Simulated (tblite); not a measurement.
A geometry optimisation, step by step.

Species: C6H12BBrO.
Numbering: `[BH2:1][C@@:2]1([CH3:3])[CH2:4][CH2:5][C@H:6]([CH2:7][Br:8])[O:9]1` (hydrogens: H10, H11 on B1; H12, H13, H14 on C3; H15, H16 on C4; H17, H18 on C5; H19 on C6; H20, H21 on C7)

Computed with GFN2-xTB (tblite), gas phase: L-BFGS steps from a force-field or distance-geometry start until the largest atomic force falls under 0.01 eV/Å. 5 of its 220 geometries are shown.

Step 0: E = -770.6315 eV, largest atomic force 1.961 eV/Å
```
atom  x, y, z in Å  |  force x, y, z in eV/Å
B1     -1.046    1.112    1.066   -0.852   0.765   1.046
C2     -1.029    0.034   -0.085    0.225   0.435   0.761
C3     -2.410   -0.457   -0.337   -1.847  -0.168  -0.636
C4     -0.305    0.490   -1.327   -0.178  -0.269  -0.995
C5      1.139    0.460   -0.841    0.386   1.197  -1.218
C6      1.022   -0.273    0.472    0.802  -0.010   0.524
C7      2.216   -1.137    0.771   -0.344  -1.271   0.936
Br8     3.821   -0.060    0.854   -0.116  -0.247  -0.110
O9     -0.159   -0.991    0.367    0.280  -1.225   0.726
H10    -1.389    2.236    0.919    0.251  -0.334  -0.144
H11    -0.925    0.719    2.180   -0.194   0.151  -0.356
H12    -2.482   -1.557   -0.510    0.223   0.942   0.111
H13    -2.788    0.101   -1.232    0.058  -0.674   0.688
H14    -3.059   -0.182    0.515    0.129  -0.370  -0.402
H15    -0.501   -0.292   -2.092    0.242   0.687   0.068
H16    -0.645    1.478   -1.635    0.101  -0.174  -0.308
H17     1.794   -0.067   -1.567   -0.217   0.425   0.514
H18     1.458    1.507   -0.686    0.348  -0.540  -0.191
H19     0.927    0.463    1.327    0.080  -0.177  -0.581
H20     2.301   -1.982    0.060    0.251   0.637   0.146
H21     2.052   -1.585    1.781    0.372   0.220  -0.580
```

Step 55: E = -771.2976 eV, largest atomic force 0.069 eV/Å
```
atom  x, y, z in Å  |  force x, y, z in eV/Å
B1     -1.496    1.390    0.996    0.000  -0.011  -0.015
C2     -1.033    0.196    0.058    0.005   0.028  -0.019
C3     -2.285   -0.623   -0.294    0.017  -0.007   0.009
C4     -0.264    0.632   -1.219   -0.012   0.002   0.006
C5      1.213    0.521   -0.822   -0.031   0.006   0.011
C6      1.170   -0.179    0.556    0.009   0.000  -0.013
C7      2.143   -1.334    0.716    0.022   0.002   0.005
Br8     3.973   -0.709    0.674    0.018   0.018  -0.019
O9     -0.119   -0.718    0.698    0.000   0.038  -0.020
H10    -2.123    2.260    0.536    0.012  -0.014  -0.001
H11    -1.252    1.359    2.135    0.003   0.029   0.002
H12    -1.977   -1.530   -0.809   -0.019  -0.012  -0.045
H13    -2.953   -0.046   -0.926    0.014   0.001   0.009
H14    -2.806   -0.910    0.615   -0.038   0.005   0.008
H15    -0.494   -0.054   -2.036    0.011   0.006   0.016
H16    -0.534    1.640   -1.527   -0.006  -0.019   0.005
H17     1.774   -0.068   -1.550   -0.013  -0.012   0.067
H18     1.690    1.498   -0.739   -0.007  -0.021  -0.002
H19     1.352    0.571    1.348    0.002  -0.031  -0.005
H20     2.025   -2.060   -0.088    0.001   0.016   0.001
H21     1.988   -1.820    1.678    0.013  -0.025   0.000
```

Step 110: E = -771.3050 eV, largest atomic force 0.024 eV/Å
```
atom  x, y, z in Å  |  force x, y, z in eV/Å
B1     -1.463    1.443    0.943   -0.001  -0.004  -0.001
C2     -1.057    0.177    0.077   -0.004  -0.003   0.008
C3     -2.284   -0.659   -0.307    0.000  -0.005   0.003
C4     -0.270    0.616   -1.190    0.004   0.000   0.001
C5      1.196    0.560   -0.751    0.013  -0.001   0.004
C6      1.156   -0.190    0.600   -0.002   0.003  -0.007
C7      2.123   -1.360    0.688   -0.012  -0.001  -0.001
Br8     3.956   -0.744    0.622    0.005   0.008  -0.001
O9     -0.139   -0.718    0.739    0.005   0.012   0.011
H10    -2.251    2.182    0.505   -0.019   0.009  -0.011
H11    -0.980    1.639    1.986    0.005  -0.005   0.009
H12    -1.968   -1.537   -0.866   -0.008   0.002   0.002
H13    -2.963   -0.066   -0.913   -0.004  -0.004   0.000
H14    -2.803   -0.992    0.588    0.001   0.011   0.004
H15    -0.459   -0.096   -1.994    0.009   0.003  -0.012
H16    -0.564    1.608   -1.526   -0.003  -0.001  -0.010
H17     1.805    0.021   -1.477    0.003  -0.008  -0.007
H18     1.622    1.554   -0.627   -0.001   0.006   0.016
H19     1.365    0.517    1.421   -0.001  -0.015  -0.004
H20     1.979   -2.046   -0.146    0.002  -0.009  -0.011
H21     1.991   -1.893    1.628    0.008   0.000   0.005
```

Step 164: E = -771.3322 eV, largest atomic force 0.046 eV/Å
```
atom  x, y, z in Å  |  force x, y, z in eV/Å
B1     -1.672    1.633    0.644   -0.028   0.002   0.008
C2     -1.006    0.272    0.157   -0.036   0.000   0.001
C3     -2.042   -0.821   -0.139   -0.019  -0.005   0.009
C4     -0.127    0.561   -1.087   -0.013   0.019   0.007
C5      1.242    0.835   -0.476    0.016  -0.007   0.028
C6      1.249   -0.110    0.732    0.024   0.009  -0.021
C7      1.807   -1.491    0.378    0.023   0.023   0.008
Br8     3.731   -1.418    0.138    0.017  -0.019  -0.009
O9     -0.088   -0.266    1.141    0.042   0.006  -0.017
H10    -2.578    2.066    0.049    0.023  -0.024  -0.008
H11    -1.237    2.200    1.565    0.003  -0.008  -0.020
H12    -1.570   -1.694   -0.588    0.011   0.025   0.026
H13    -2.811   -0.447   -0.808    0.020  -0.001  -0.024
H14    -2.506   -1.129    0.795   -0.028   0.000   0.000
H15    -0.090   -0.321   -1.730   -0.031   0.020  -0.017
H16    -0.499    1.402   -1.668   -0.004  -0.004  -0.017
H17     2.064    0.634   -1.163   -0.021   0.006   0.031
H18     1.311    1.870   -0.142    0.000  -0.003   0.011
H19     1.822    0.301    1.575    0.004  -0.023  -0.015
H20     1.385   -1.864   -0.554   -0.007  -0.020  -0.011
H21     1.608   -2.199    1.180    0.003   0.003   0.028
```

Step 219: E = -771.3472 eV, largest atomic force 0.006 eV/Å
```
atom  x, y, z in Å  |  force x, y, z in eV/Å
B1     -1.759    1.630    0.589    0.000  -0.002  -0.006
C2     -0.988    0.297    0.207   -0.001  -0.002   0.005
C3     -1.904   -0.894   -0.102   -0.001  -0.002   0.001
C4     -0.124    0.666   -1.036    0.002   0.001   0.001
C5      1.275    0.858   -0.458    0.002   0.000   0.001
C6      1.273   -0.096    0.739   -0.003  -0.002   0.002
C7      1.686   -1.521    0.356    0.002   0.001  -0.002
Br8     3.588   -1.618   -0.032   -0.003   0.000   0.001
O9     -0.044   -0.108    1.228    0.000   0.004  -0.001
H10    -2.763    1.874    0.048    0.001   0.000   0.002
H11    -1.282    2.379    1.344    0.001   0.002   0.003
H12    -1.321   -1.766   -0.394    0.002   0.000  -0.001
H13    -2.591   -0.639   -0.903    0.000   0.002   0.001
H14    -2.477   -1.152    0.785    0.000   0.000  -0.001
H15    -0.144   -0.152   -1.758   -0.002  -0.003  -0.003
H16    -0.487    1.565   -1.531   -0.003   0.003  -0.002
H17     2.063    0.630   -1.173    0.006  -0.002   0.001
H18     1.406    1.882   -0.107   -0.002   0.000   0.001
H19     1.925    0.251    1.550   -0.002   0.000  -0.004
H20     1.167   -1.868   -0.536    0.000   0.000  -0.001
H21     1.493   -2.203    1.183    0.001   0.000   0.001
```

**Question.** Summarise the path.

**Answer.** The energy falls by 16.51 kcal/mol from step 0 to step 219; nine tenths of that is first reached at step 41. It never rises by more than 0.2 meV. The largest force goes from 1.961 to 0.006 eV/Å. Among the bonds C2–C4 changes most, from 1.509 to 1.557 Å; the atoms move by 1.042 Å rms after alignment.

The cost below is that of the whole relaxation. On Arm Neoverse N1, one thread, no GPU, shared host with 64 logical CPUs at a one-minute load of 57, this took 3.2 s of wall time.
